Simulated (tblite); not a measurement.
C8H9NP (charge -1).
Structure used (GFN2-xTB), in Å, numbered top down from 1:
```xyz
19
C8H9NP angstrom
C      2.4398   -0.3719    1.5771
C      2.2335   -1.0566    0.4622
C      2.0133   -0.4813   -0.8812
P      0.3680   -1.0773   -1.6183
C     -0.8215   -0.0980   -0.7808
C     -0.5987    0.9057    0.1891
C     -1.6630    1.5863    0.7225
N     -2.9450    1.3901    0.4069
C     -3.1631    0.4390   -0.5097
C     -2.1848   -0.3016   -1.1127
H      2.5441   -0.8556    2.5366
H      2.5016    0.7058    1.5835
H      2.1739   -2.1386    0.5039
H      2.7582   -0.8746   -1.5830
H      2.0749    0.6094   -0.8851
H      0.4011    1.1377    0.5209
H     -1.4951    2.3608    1.4695
H     -4.2108    0.2806   -0.7598
H     -2.4363   -1.0555   -1.8489
```

Computed with GFN2-xTB (tblite): harmonic, unscaled wavenumbers at the GFN2-xTB geometry, gas phase. This tight-binding method is rough: wavenumbers can miss measured ones by several per cent, in bad cases by 10 to 20. One conformer, not necessarily the lowest.

Harmonic wavenumbers (cm⁻¹): 47.0, 57.9, 114.9, 153.9, 181.0, 238.8, 314.2, 347.6, 399.7, 413.4, 436.2, 583.0, 623.2, 659.0, 702.0, 725.3, 759.0, 820.0, 845.8, 851.7, 896.3, 904.9, 947.1, 988.1, 1006.9, 1064.6, 1083.9, 1119.9, 1126.3, 1167.6, 1180.2, 1226.7, 1265.1, 1292.5, 1307.2, 1420.7, 1423.9, 1436.8, 1456.2, 1461.3, 1592.4, 1691.5, 2899.2, 2936.4, 2961.5, 2966.0, 3028.7, 3030.8, 3067.1, 3083.8, 3094.8.

A = 2127, B = 767.7, C = 597.5 MHz; mass 150.047 u (most abundant isotopes); point group C1, symmetry number 1.

Zero-point energy?

½Σν̃ = 31701 cm⁻¹ = 379.23 kJ/mol.

Entropy at 400 K, 1 bar (ideal gas, RRHO, classical rotation)?

Translation 177.46, rotation 129.93, vibration 163.39: S = 470.8 J/(mol K).

And Cp and H(400 K) − H(0)?

Cp = 208.43 J/(mol K), of which vibrations give 175.17 (their classical limit is 51 R = 424.0); H(400 K) − H(0) = 47.66 kJ/mol without the zero-point energy, 34.36 from vibrations.

How do the functions run with temperature in this model?

| T (K) | S (J/(mol K)) | Cp (J/(mol K)) | H − H(0) (kJ/mol) | G − H(0) (kJ/mol) | ln q(vib) |
| --- | --- | --- | --- | --- | --- |
| 100 | 296.2 | 75.6 | 5.37 | -24.25 | 1.74 |
| 200 | 361.2 | 117.2 | 14.97 | -57.26 | 4.23 |
| 300 | 417.4 | 163.8 | 29.00 | -96.22 | 6.75 |
| 500 | 521.5 | 245.9 | 70.45 | -190.28 | 11.91 |
| 800 | 655.1 | 321.0 | 156.62 | -367.45 | 19.50 |
| 1000 | 730.3 | 352.1 | 224.11 | -506.15 | 24.24 |

q(vib) and H(0) count from the zero-point level.

Blend soft modes into free rotors: weight 1/[1 + (100 cm⁻¹/ν̃)⁴] for the oscillator and the rest for a rotor with moment μB/(μ + B), μ = h/(8π²ν), B = 10⁻⁴⁴ kg m². What vibrational entropy results?

150.05 J/(mol K) in place of 163.39, which changes −T·S at 400 K by +5.34 kJ/mol.

Which modes carry the vibrational entropy at 400 K?

47.0 cm⁻¹: 23.10; 57.9 cm⁻¹: 21.37; 114.9 cm⁻¹: 15.72; 153.9 cm⁻¹: 13.34; 181.0 cm⁻¹: 12.03; 238.8 cm⁻¹: 9.83 J/(mol K); the other 45 give 67.99 together.

What must be added to the electronic energy to get the Gibbs energy at 400 K and 1 bar?

ZPE + [H(400 K) − H(0)] − T·S = 379.23 + 47.66 − 188.31 = 238.58 kJ/mol.

Hindered rotation and anharmonicity are outside this model. Other conformers, if any are populated, would add a mixing term that is left out. The structure is chiral; the term R ln 2 for an equal mix with its mirror image is left out.
